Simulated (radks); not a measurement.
Problem. Neutral platinum: order these configurations by energy. Calculated with a radial shooting solver on a logarithmic mesh with Libxc functionals: scalar-relativistic Kohn-Sham, PBEsol, spin-polarised, spherical densities, finite nucleus; Fermi nuclear charge, rms radius of each element as measured or else 0.836 A^(1/3) + 0.57 fm. Open shells are filled with parallel spins first. [Xe] 4f14 5d10; [Xe] 4f14 5d8 6s1 6p1; [Xe] 4f14 5d8 6s2; [Xe] 4f14 5d9 6p1; [Xe] 4f14 5d9 6s1.

Solution. From the lowest, in eV above it: [Xe] 4f14 5d9 6s1 0.000; [Xe] 4f14 5d10 0.466; [Xe] 4f14 5d8 6s2 0.882; [Xe] 4f14 5d9 6p1 5.238; [Xe] 4f14 5d8 6s1 6p1 5.448.
